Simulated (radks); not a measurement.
Ga2+, configuration [Ar] 3d10 4s1. Calculated with a radial shooting solver on a logarithmic mesh with Libxc functionals: scalar-relativistic Kohn-Sham, LDA (Slater exchange, Perdew-Wang correlation), spin-polarised, spherical densities, finite nucleus; open shells are filled with parallel spins first; Fermi nuclear charge, rms radius 3.9973 fm.

X-ray form factor f0, the Fourier transform of the density (f0(0) = 29):

sin(theta)/lambda (1/angstrom)  f0 (electrons)
0.05                                    28.679
0.1                                     27.781
0.15                                    26.457
0.2                                     24.884
0.25                                    23.201
0.3                                     21.502
0.4                                     18.254
0.5                                     15.384
0.6                                     12.991
0.8                                      9.631
1                                        7.728
1.25                                     6.440
1.5                                      5.614
2                                        4.241
